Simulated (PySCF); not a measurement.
BI3, triplet, geometry from GFN2-xTB (a higher spin typed on purpose: for a closed-shell molecule this is an excited state) (core potentials on I). Base run: DF-HF/def2-SVP (PySCF).

Here is a job for PySCF.
```python
from pyscf import gto, scf

mol = gto.Mole()
mol.atom = '''
    B    -0.00000000   -0.00000000    0.00000000
    I     2.06079460   -0.36066386   -0.61755843
    I    -0.76527340   -0.90866053    1.82948732
    I    -1.29552119    1.26932438   -1.21192889
'''
mol.basis = 'def2-svp'
mol.ecp = {'I': 'def2-svp'}
mol.spin = 2
mol.verbose = 4
mol.build()

mf = scf.UHF(mol)
mf = mf.density_fit(auxbasis='def2-universal-jkfit')
mf.kernel()
mf.analyze()
```

The base run was repeated with changes; each row names its change, and settings that it needs were set with it.

```
change                                                                                                                                                                                            basis functions        E (Eh)  HOMO (eV)
------------------------------------------------------------------------------------------------------------------------------------------------------------------------------------------------  ---------------  ------------  ---------
base                                                                                                                                                                                                           92    -914.47431      -4.51
basis = x2c-SVPall; relativity = spin-free X2C (without mol.ecp = {'I': 'def2-svp'}; without mf = mf.density_fit(auxbasis='def2-universal-jkfit'))                                                            122  -21360.75200      -4.38
basis = ANO-RCC-VDZP; relativity = none (without mol.ecp = {'I': 'def2-svp'}; without mf = mf.density_fit(auxbasis='def2-universal-jkfit'))                                                                   143  -20047.98688      -5.30
basis = jorge-DZP-DKH; relativity = spin-free X2C (without mol.ecp = {'I': 'def2-svp'}; without mf = mf.density_fit(auxbasis='def2-universal-jkfit'))                                                         159  -21345.92614      -4.81
basis = ANO-RCC-VDZP; relativity = spin-free X2C; nucleus = Gaussian (with mol.nucmod = 'G'; without mol.ecp = {'I': 'def2-svp'}; without mf = mf.density_fit(auxbasis='def2-universal-jkfit'))               143  -21361.83092      -4.71
basis = jorge-DZP-DKH; relativity = spin-free X2C; nucleus = Gaussian (with mol.nucmod = 'G'; without mol.ecp = {'I': 'def2-svp'}; without mf = mf.density_fit(auxbasis='def2-universal-jkfit'))              159  -21345.31974      -4.81
basis = jorge-DZP-DKH; relativity = none (without mol.ecp = {'I': 'def2-svp'}; without mf = mf.density_fit(auxbasis='def2-universal-jkfit'))                                                                  159  -20548.78202      -4.83
basis = x2c-SVPall; relativity = spin-free X2C; nucleus = Gaussian (with mol.nucmod = 'G'; without mol.ecp = {'I': 'def2-svp'}; without mf = mf.density_fit(auxbasis='def2-universal-jkfit'))                 122  -21360.21677      -4.38
basis = ANO-RCC-VDZP; relativity = spin-free X2C (without mol.ecp = {'I': 'def2-svp'}; without mf = mf.density_fit(auxbasis='def2-universal-jkfit'))                                                          143  -21362.54622      -4.71
basis = x2c-SVPall; relativity = none (without mol.ecp = {'I': 'def2-svp'}; without mf = mf.density_fit(auxbasis='def2-universal-jkfit'))                                                                     122  -20198.30796      -7.75
```

Absolute energies of different levels of theory aren't comparable as measures of quality.

Open shells are given as the SCF converged; they aren't shown to be the lowest states, and a large step between rows can be another state.

Basis sets contracted for a relativistic Hamiltonian are a mismatch without it, so the rows without relativity aren't non-relativistic limits. No row has spin-orbit coupling; sets with core potentials leave out the core electrons.
